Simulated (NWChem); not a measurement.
System: GeSiNH$_{5}$, singlet; SMILES [NH2][Ge][SiH3]

Input file for NWChem:

```
start job
memory heap 200 mb stack 900 mb global 1100 mb
geometry units angstroms noautoz
  Ge    -0.458218    -0.649646    -0.141099
  N      1.271843    -1.176179     0.031906
  H      1.521922    -2.160744     0.039720
  H      2.086951    -0.577657     0.129500
  Si     0.103734     1.764704    -0.036072
  H     -0.594697     2.433189     1.112464
  H     -0.339409     2.477826    -1.280636
  H      1.578231     2.018431     0.125927
end
basis spherical
  * library def2-svp
end
dft
  xc mn15
  grid xcoarse
  iterations 150
  mulliken
end
task dft gradient
```

NWChem printed, in part:

```
             Northwest Computational Chemistry Package (NWChem) 7.3.0
             --------------------------------------------------------

 CS  symmetry detected

                             Geometry "geometry" -> ""
                             -------------------------

 Output coordinates in angstroms (scale by  1.889725989 to convert to a.u.)

  No.       Tag          Charge          X              Y              Z
 ---- ---------------- ---------- -------------- -------------- --------------
    1 Ge                  32.0000    -0.44883308    -0.65617214     0.00000000
    2 N                    7.0000     1.29943622    -1.14996688     0.00000000
    3 H                    1.0000     1.56744801    -2.12983344     0.00000000
    4 H                    1.0000     2.10887041    -0.53598764     0.00000000
    5 Si                  14.0000     0.07547821     1.76890606     0.00000000
    6 H                    1.0000    -0.51010095     2.44891281     1.20354548
    7 H                    1.0000    -0.51010095     2.44891281    -1.20354548
    8 H                    1.0000     1.55379365     2.05058733     0.00000000

 Effective nuclear repulsion energy (a.u.)     236.7189007206

      Symmetry information
      --------------------

 Group name             Cs
 Group number              2
 Group order               2
 No. of unique centers     7

                                 NWChem DFT Module
                                 -----------------

 Summary of "ao basis" -> "ao basis" (spherical)
 ------------------------------------------------------------------------------
       Tag                 Description            Shells   Functions and Types
 ---------------- ------------------------------  ------  ---------------------
 Ge                         def2-svp                12       32   5s4p3d
 N                          def2-svp                 6       14   3s2p1d
 H                          def2-svp                 3        5   2s1p
 Si                         def2-svp                 8       18   4s3p1d

      Symmetry analysis of basis
      --------------------------

        a'         62
        a"         27

            General Information
            -------------------
          SCF calculation type: DFT
          Wavefunction type:  closed shell.
          No. of atoms     :     8
          No. of electrons :    58
           Alpha electrons :    29
            Beta electrons :    29
          Charge           :     0
          Spin multiplicity:     1
          Use of symmetry is: on ; symmetry adaption is: on
          Maximum number of iterations: 150
          AO basis - number of functions:    89
                     number of shells:    41
          Convergence on energy requested:  1.00D-06
          Convergence on density requested:  1.00D-05
          Convergence on gradient requested:  5.00D-04

              XC Information
              --------------
                         MN15 Method XC Functional
                     Hartree-Fock (Exact) Exchange  0.440
                          MN15 Exchange Functional  1.000
                        MN15 Correlation Potential  1.000

             Grid Information
             ----------------
          Grid used for XC integration:  xcoarse
          Radial quadrature: Mura-Knowles
          Angular quadrature: Lebedev.
          Tag              B.-S. Rad. Rad. Pts. Rad. Cut. Ang. Pts.
          ---              ---------- --------- --------- ---------
          Ge                  1.25       75           9.0       194
          N                   0.65       21          10.0       194
          H                   0.35       21          12.0       194
          Si                  1.10       42          10.0       194
          Grid pruning is: on
          Number of quadrature shells:   222
          Spatial weights used:  Erf1

      Superposition of Atomic Density Guess
      -------------------------------------

 Sum of atomic energies:       -2420.52261133

      Non-variational initial energy
      ------------------------------

 Total energy =   -2421.377622
 1-e energy   =   -3843.194576
 2-e energy   =    1185.098053
 HOMO         =      -0.204739
 LUMO         =      -0.050180

      Symmetry analysis of molecular orbitals - initial
      -------------------------------------------------

  Numbering of irreducible representations:

     1 a'          2 a"

  Orbital symmetries:

     1 a'          2 a'          3 a'          4 a'          5 a'
     6 a"          7 a'          8 a'          9 a'         10 a'
    11 a'         12 a"         13 a'         14 a"         15 a'
    16 a'         17 a'         18 a"         19 a'         20 a"
    21 a'         22 a'         23 a'         24 a'         25 a'
    26 a"         27 a'         28 a"         29 a'         30 a"
    31 a'         32 a'         33 a'         34 a"         35 a'
    36 a'         37 a'         38 a'         39 a'

     ---------------------------------------------
      Total Density - Mulliken Population Analysis
     ---------------------------------------------

    Atom       Charge   Shell Charges
 -----------   ------   -------------------------------------------------------
    1 Ge  32    31.48   2.00  2.00  2.00  1.31  0.56  6.00  5.98  0.79  0.77  8.14  1.80  0.14
    2 N    7     7.78   1.99  1.04  0.47  2.55  1.74  0.01
    3 H    1     0.76   0.60  0.12  0.04
    4 H    1     0.77   0.60  0.13  0.04
    5 Si  14    13.99   2.00  1.99  1.06  0.33  5.94  1.18  1.42  0.09
    6 H    1     1.07   0.69  0.37  0.01
    7 H    1     1.07   0.69  0.37  0.01
    8 H    1     1.07   0.69  0.37  0.01

   convergence    iter        energy       DeltaE   RMS-Dens  Diis-err
 ---------------- ----- ----------------- --------- --------- ---------
 d= 0,ls=0.0,diis     1  -2423.8465251743 -2.66D+03  9.37D-03  7.59D-01
 d= 0,ls=0.0,diis     2  -2423.8520387547 -5.51D-03  5.78D-03  4.15D-01
 d= 0,ls=0.0,diis     3  -2423.8822928308 -3.03D-02  2.33D-03  1.48D-01
 d= 0,ls=0.0,diis     4  -2423.8994705941 -1.72D-02  3.33D-04  5.33D-03
 d= 0,ls=0.0,diis     5  -2423.8997079044 -2.37D-04  1.29D-04  1.36D-04
  Resetting Diis
 d= 0,ls=0.0,diis     6  -2423.8997189342 -1.10D-05  4.33D-05  5.98D-06
 d= 0,ls=0.0,diis     7  -2423.8997200607 -1.13D-06  1.10D-05  2.17D-07
 d= 0,ls=0.0,diis     8  -2423.8997200909 -3.03D-08  4.58D-06  1.37D-07

         Total DFT energy =    -2423.899720090937
      One electron energy =    -3844.088155877644
           Coulomb energy =     1292.144498256803
    Exchange-Corr. energy =     -108.674963190668
 Nuclear repulsion energy =      236.718900720573

 Numeric. integr. density =       57.999171614358

                  Occupations of the irreducible representations
                  ----------------------------------------------

                     irrep           alpha         beta
                     --------     --------     --------
                     a'               22.0         22.0
                     a"                7.0          7.0

                       DFT Final Molecular Orbital Analysis
                       ------------------------------------

 Vector   27  Occ=2.000000D+00  E=-3.543888D-01  Symmetry=a'
              MO Center= -2.4D-02,  6.2D-01,  2.1D-11, r^2= 4.2D+00
   Bfn.  Coefficient  Atom+Function         Bfn.  Coefficient  Atom+Function
  ----- ------------  ---------------      ----- ------------  ---------------
     4      0.356335  1 Ge s                 36     -0.235596  2 N  px
     3     -0.223043  1 Ge s                  5      0.195909  1 Ge s
    35     -0.181587  2 N  s                 75     -0.181696  6 H  s
    80     -0.181696  7 H  s                 65     -0.178103  5 Si py
    12     -0.174705  1 Ge px                85      0.161935  8 H  s

 Vector   28  Occ=2.000000D+00  E=-3.319038D-01  Symmetry=a"
              MO Center=  1.0D+00, -8.8D-01, -2.2D-13, r^2= 2.1D+00
   Bfn.  Coefficient  Atom+Function         Bfn.  Coefficient  Atom+Function
  ----- ------------  ---------------      ----- ------------  ---------------
    38      0.532841  2 N  pz                41     -0.429771  2 N  pz
    17     -0.168171  1 Ge pz                14     -0.158775  1 Ge pz
    11      0.097990  1 Ge pz                75      0.090423  6 H  s
    80     -0.090423  7 H  s                 76      0.073060  6 H  s
    81     -0.073060  7 H  s                 66      0.068669  5 Si pz

 Vector   29  Occ=2.000000D+00  E=-2.436691D-01  Symmetry=a'
              MO Center= -3.8D-01, -1.3D-01,  1.8D-13, r^2= 3.8D+00
   Bfn.  Coefficient  Atom+Function         Bfn.  Coefficient  Atom+Function
  ----- ------------  ---------------      ----- ------------  ---------------
     4      0.311779  1 Ge s                  5      0.310007  1 Ge s
    13     -0.291740  1 Ge py                68      0.275789  5 Si py
    65      0.259183  5 Si py                16     -0.248629  1 Ge py
    12     -0.199345  1 Ge px                 3     -0.196330  1 Ge s
    15     -0.189832  1 Ge px                59     -0.182485  5 Si s

[...]

                         DFT ENERGY GRADIENTS

    atom               coordinates                        gradient
                 x          y          z           x          y          z
   1 Ge     -0.848172  -1.239986   0.000000   -0.001915  -0.002386   0.000000
   2 N       2.455578  -2.173122   0.000000    0.005629  -0.002174   0.000000
   3 H       2.962047  -4.024802   0.000000   -0.000840   0.003621   0.000000
   4 H       3.985187  -1.012870   0.000000   -0.003369  -0.002544   0.000000
   5 Si      0.142633   3.342748   0.000000    0.000388  -0.005165   0.000000
   6 H      -0.963951   4.627774   2.274371   -0.003362   0.003479   0.006250
   7 H      -0.963951   4.627774  -2.274371   -0.003362   0.003479  -0.006250
   8 H       2.936244   3.875048   0.000000    0.006831   0.001689   0.000000
```

Level: MN15/def2-SVP. Low-valent species are run as closed-shell singlets; no triplet was tried in these runs. Geometry: optimised at PBE0/def2-SVP.
